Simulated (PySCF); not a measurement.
Al(H)(OMe)(SMe) (C₂H₇AlOS), SMILES C[O][AlH][S]C.

Geometry: ωB97X-D3(BJ)/def2-SVP. The structure was generated by enumeration; whether it is a known compound was not checked. One conformer was computed; it need not be the lowest.

Method: TDDFT-PBE/def2-SVPD (PySCF).

Vertical excitations. The molecule is in vacuum.

```
state  energy (eV)  λ (nm)      f                            main pairs
-----  -----------  ------  -----  ------------------------------------
S1            4.95     250  0.012                      HOMO→LUMO+1 99 %
S2            5.05     246  0.083                        HOMO→LUMO 95 %
S3            5.54     224  0.000                      HOMO−1→LUMO 90 %
S4            5.61     221  0.030                      HOMO→LUMO+2 87 %
S5            5.80     214  0.001                      HOMO−3→LUMO 95 %
S6            5.83     213  0.005  HOMO−1→LUMO+1 77 %, HOMO−2→LUMO 19 %
S7            5.96     208  0.013  HOMO−2→LUMO+1 50 %, HOMO→LUMO+3 49 %
S8            5.98     207  0.050  HOMO−2→LUMO 76 %, HOMO−1→LUMO+1 15 %
S9            5.99     207  0.003  HOMO→LUMO+3 49 %, HOMO−2→LUMO+1 48 %
S10           6.15     202  0.022                    HOMO−3→LUMO+1 87 %
T1            4.34     286      0                        HOMO→LUMO 98 %
T2            4.70     264      0                      HOMO→LUMO+1 97 %
T3            5.18     239      0                      HOMO→LUMO+2 97 %
T4            5.32     233      0                      HOMO−2→LUMO 94 %
```
Triplets are in the Tamm–Dancoff approximation, which puts them higher than full response would, so one can lie above its singlet here.
